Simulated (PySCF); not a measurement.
SMILES [GeH3][CH2]c1ccco1, GFN2-xTB optimised geometry.

```
15

Ge    -2.24    -0.88    -0.01
C     -0.48    -1.78     0.00
C      0.56    -0.72     0.00
C      1.92    -0.72     0.00
C      2.32     0.64     0.00
C      1.17     1.37     0.00
O      0.11     0.55     0.00
H     -3.32    -1.92    -0.01
H     -2.43    -0.03     1.19
H     -2.42    -0.05    -1.24
H     -0.36    -2.42    -0.87
H     -0.37    -2.41     0.88
H      2.57    -1.58     0.00
H      3.32     1.02     0.00
H      0.99     2.42     0.00
```

Density from CAM-B3LYP/def2-TZVP (PySCF) at that geometry.

Minimum of the electron density along straight lines between bonded atoms, close to the bond critical point (lines longer than 1.1 times the sum of covalent radii, or with two minima, are not listed):

| bond | length / Å | ρ at the minimum / e bohr⁻³ | ∇²ρ there / e bohr⁻⁵ | position (fraction from the first atom) |
|---|---|---|---|---|
| Ge1–C2 | 1.976 | 0.124 | 0.09 | 0.47 |
| C2–C3 | 1.482 | 0.269 | -0.73 | 0.48 |
| C3–C4 | 1.362 | 0.338 | -1.00 | 0.52 |
| C4–C5 | 1.419 | 0.299 | -0.83 | 0.50 |
| C5–C6 | 1.358 | 0.341 | -1.02 | 0.48 |
| C3–O7 | 1.350 | 0.294 | -0.30 | 0.33 |
| C6–O7 | 1.345 | 0.295 | -0.25 | 0.33 |
| Ge1–H8 | 1.500 | 0.141 | 0.10 | 0.59 |
| Ge1–H9 | 1.490 | 0.145 | 0.09 | 0.60 |
| Ge1–H10 | 1.490 | 0.145 | 0.09 | 0.60 |
| C2–H11 | 1.092 | 0.276 | -0.93 | 0.64 |
| C2–H12 | 1.092 | 0.276 | -0.93 | 0.64 |
| C4–H13 | 1.071 | 0.291 | -1.06 | 0.65 |
| C5–H14 | 1.071 | 0.292 | -1.07 | 0.65 |
| C6–H15 | 1.072 | 0.296 | -1.11 | 0.66 |
